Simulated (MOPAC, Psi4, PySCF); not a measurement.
Approach curve of the dimer CH3Cl ··· H6Si2 (SMILES CCl and [SiH3][SiH3]). Monomers: optimised at B3LYP-D3(BJ) (def2-TZVP), held rigid. Orientation: lowest of the rigid-body minima from ten starts at GFN2-xTB. Only R, the distance of the centres of mass, is varied, so the lowest point isn't the relaxed dimer.

- RMP2/3-21G = restricted MP2 (frozen core)/3-21G, no counterpoise correction (PySCF 2.14.0)
- PM6, restricted, heats of formation (MOPAC)
- RKS-BP86/6-31G* = PySCF with restricted BP86/6-31G*, spherical d, no counterpoise correction
- SAPT0/jun-cc-pVDZ, frozen core (Psi4)

Interaction energies in kcal/mol; the last columns give the difference from SAPT0:

| R / Å | RMP2/3-21G | PM6 | RKS-BP86/6-31G* | SAPT0/jun-cc-pVDZ | RMP2/3-21G − SAPT0/jun-cc-pVDZ | PM6 − SAPT0/jun-cc-pVDZ | RKS-BP86/6-31G* − SAPT0/jun-cc-pVDZ |
|---|---|---|---|---|---|---|---|
| 3.33 | 2.25 | 1.48 | 5.08 | 3.15 | -0.90 | -1.67 | 1.93 |
| 3.57 | -1.13 | -0.23 | 2.12 | 0.26 | -1.39 | -0.50 | 1.86 |
| 3.73 | -1.99 | -0.70 | 1.16 | -0.63 | -1.37 | -0.08 | 1.78 |
| 3.93 | -2.27 | -0.87 | 0.56 | -1.10 | -1.17 | 0.24 | 1.66 |
| 4.17 | -2.06 | -0.76 | 0.27 | -1.20 | -0.86 | 0.44 | 1.47 |
| 4.30 | -1.84 | -0.64 | 0.21 | -1.14 | -0.70 | 0.51 | 1.35 |
| 4.60 | -1.32 | -0.35 | 0.14 | -0.93 | -0.39 | 0.57 | 1.07 |
| 4.91 | -0.87 | -0.14 | 0.11 | -0.70 | -0.17 | 0.55 | 0.81 |
| 5.41 | -0.42 | 0.00 | 0.04 | -0.42 | 0.01 | 0.42 | 0.47 |
| 6.15 | -0.15 | 0.03 | -0.02 | -0.21 | 0.05 | 0.24 | 0.19 |
| 7.14 | -0.06 | 0.03 | -0.02 | -0.09 | 0.03 | 0.11 | 0.07 |
| 8.45 | -0.02 | 0.01 | -0.01 | -0.04 | 0.01 | 0.05 | 0.03 |

RMP2/3-21G is furthest from SAPT0/jun-cc-pVDZ at 3.57 (-1.39 kcal/mol, below); its mean absolute difference over the points is 0.59 kcal/mol.

PM6 is furthest from SAPT0/jun-cc-pVDZ at 3.33 (-1.67 kcal/mol, below); its mean absolute difference over the points is 0.45 kcal/mol.

RKS-BP86/6-31G* is furthest from SAPT0/jun-cc-pVDZ at 3.33 (1.93 kcal/mol, above); its mean absolute difference over the points is 1.06 kcal/mol.
